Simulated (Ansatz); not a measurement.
C3H7ClSi can be A, `[SiH3]/C=C\CCl`, or B, `C=CC[SiH2]Cl`.

Program: Ansatz. Geometries: PBE0-D4/def2-TZVP. ΔE: electronic, gas phase. CCSD(T)/CBS is the MP2 limit (def2-TZVPP, def2-QZVPP) plus CCSD(T) − MP2 in def2-TZVPP, frozen cores. Functionals use def2-TZVPP. B3LYP here is the variant with VWN-RPA as its local correlation; programs differ in this. One conformer a species, not always the lowest.

A:

```xyz
12

Si   -1.754   -0.415   -0.364
C    -0.012   -1.053   -0.185
C     1.108   -0.380    0.077
C     1.218    1.089    0.255
Cl    1.825    1.474    1.898
H    -2.646   -1.200    0.529
H    -1.873    1.025   -0.019
H    -2.218   -0.608   -1.764
H     0.095   -2.131   -0.304
H     2.050   -0.918    0.175
H     0.264    1.598    0.140
H     1.943    1.519   -0.438
```

B:

Z-matrix (Å, degrees):
```
C
C 1 1.491
Si 1 1.874 2 108.5
H 1 1.094 2 111.6 3 -119.2
H 1 1.094 2 111.7 3 119.8
C 2 1.328 1 125.2 3 97.4
H 2 1.088 1 116.0 3 -79.8
Cl 3 2.062 1 110.3 2 172.9
H 3 1.482 1 110.2 2 -68.2
H 3 1.483 1 110.7 2 53.9
H 6 1.083 2 121.3 1 -177.8
H 6 1.086 2 121.6 1 2.7
```

Question: Which isomer does CCSD(T)/CBS put lower? Give the gap. (An estimate is asked.)

Answer: Computed: B, by 39.3 kcal/mol.

Question: Give E(B) − E(A) in kcal/mol with CCSD(T)/def2-SVP, BLYP-D4, CCSD(T)/def2-TZVPP, B3LYP, MP2/def2-TZVPP, CCSD/def2-TZVPP, HF/def2-TZVPP. (An estimate is asked.)

Answer: Computed: CCSD(T)/def2-SVP -37.6, BLYP-D4 -36.8, CCSD(T)/def2-TZVPP -38.7, B3LYP -38.3, MP2/def2-TZVPP -40.3, CCSD/def2-TZVPP -39.2, HF/def2-TZVPP -40.3. None reverses the order clearly.

Question: Does the order hold for the free energy at 298.15 K (harmonic terms from PBE0-D4)? (Estimate.)

Answer: The calculation gave: Yes: G(B) − G(A) = -37.7 kcal/mol, for one conformer each. Modes under 60 cm⁻¹, often nearly free rotors, make the harmonic entropy too high.

Largest T1 diagnostic: 0.011.

From r2SCAN to r2SCAN0 (25 % exact exchange), in def2-TZVPP and without D4, E(B) − E(A) moves by −0.8 kcal/mol. Leaving LDA and LC-ωPBE aside and taking each functional with its dispersion term where it has one, the values, not all of them listed here, spread over 3.8 kcal/mol, from r2SCAN0-D4 to BLYP-D4.
